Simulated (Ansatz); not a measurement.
`C[O][GeH]([F])[F]` + H₂Se → `[F][GeH]([F])[SeH]` + CH₃OH at 500 K and 1 bar (ligand exchange at a Ge–O bond).

Program: Ansatz. Geometries: PBE0-D4/def2-TZVP. ΔE: electronic, gas phase. CCSD(T)/CBS is the MP2 limit (def2-TZVPP, def2-QZVPP) plus CCSD(T) − MP2 in def2-TZVPP, frozen cores. This one scheme is used for every species. For Ge, Se outer-core shells are correlated without core-valence functions, which leaves a few kJ/mol of doubt a bond. Scalar relativity is left out up to krypton. Each species was taken in one conformer, which may not be the lowest.

```json
{"species": "`C[O][GeH]([F])[F]`", "CCSD(T)/CBS energy (Eh)": "-2391.41847", "H − E (kJ/mol)": "188.9", "S (J/(mol·K))": "413.5"}
{"species": "H₂Se", "CCSD(T)/CBS energy (Eh)": "-2401.89790", "H − E (kJ/mol)": "53.1", "S (J/(mol·K))": "237.8"}
{"species": "`[F][GeH]([F])[SeH]`", "CCSD(T)/CBS energy (Eh)": "-4677.70208", "H − E (kJ/mol)": "93.4", "S (J/(mol·K))": "396.6"}
{"species": "CH₃OH", "CCSD(T)/CBS energy (Eh)": "-115.61712", "H − E (kJ/mol)": "157.0", "S (J/(mol·K))": "265.4"}
```

H − E and S are ideal-gas, rigid-rotor, harmonic terms from PBE0-D4/def2-TZVP, for one conformer and one mirror image of each species. 1 Eh = 2625.50 kJ/mol, R = 8.31446 J/(mol·K).

Task: By hand: ΔE, ΔH, ΔS and ΔG.

Result: ΔE = (-4677.70208) + (-115.61712) − (-2391.41847) − (-2401.89790) = -0.00283 Eh = -7.4 kJ/mol. Δ(H − E) = 93.4 + 157.0 − 188.9 − 53.1 = 8.4, so ΔH = 1.0 kJ/mol. ΔS = 396.6 + 265.4 − 413.5 − 237.8 = 10.7 J/(mol·K). ΔG = 1.0 − 500 × (10.7)/1000 = -4.3 kJ/mol.

Task: By hand: the equilibrium constant, and the temperature at which ΔG would vanish if ΔH and ΔS stayed fixed.

Result: log₁₀ K = −ΔG/(RT ln 10) = 0.4. ΔG = 0 at ΔH/ΔS = 93 K, though so small a ΔH makes that figure unsure.

TΔS isn't small against ΔH here. The sign of ΔG lies within the doubt. A doubt of 5 kJ/mol in ΔE shifts log₁₀ K by 0.5 here. Other conformers and mirror images would add mixing entropy, several J/(mol·K) or more a flexible species. These are equilibria of isolated gas molecules and say nothing of rates. Largest T1 diagnostic: 0.012 (customary marks: 0.02 for closed shells, 0.045 for open ones).
